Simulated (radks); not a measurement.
Valence configurations of Dy (all share [Xe]). Method: Dirac Kohn-Sham, PBE, spin-unpolarised, spherical densities, point nucleus; open shells are shared between the two j in proportion to 2j + 1; computed with a radial shooting solver on a logarithmic mesh with Libxc functionals. Energies are relative to 4f10 6s2; eigenvalues in eV.

| valence | E (eV) | e(4f5/2) | e(4f7/2) | e(5d3/2) | e(5d5/2) | e(6p1/2) |
|---|---|---|---|---|---|---|
| 4f10 6s2 | 0.000 | -3.599 | -2.722 | - | - | - |
| 4f10 5d1 6s1 | 2.628 | -2.917 | -2.041 | -0.993 | -0.835 | - |
| 4f10 6s1 6p1 | 2.662 | -5.015 | -4.137 | - | - | -1.961 |
| 4f9 5d1 6s2 | 4.309 | -9.693 | -8.753 | -2.486 | -2.201 | - |
| 4f10 5d1 6p1 | 5.101 | -4.043 | -3.166 | -1.827 | -1.640 | -1.835 |
| 4f10 6p2 | 5.482 | -6.307 | -5.428 | - | - | -2.489 |
| 4f9 6s2 6p1 | 5.873 | -12.900 | -11.958 | - | - | -2.438 |

NIST lists [Xe] 4f10 6s2 as the ground configuration; this level of theory agrees among the configurations tried. The energies are those of spherical spin-averaged densities, not of single terms. No valid solution was reached for [Xe] 4f11 6s1; [Xe] 4f12; [Xe] 4f10.5 6s1.5.
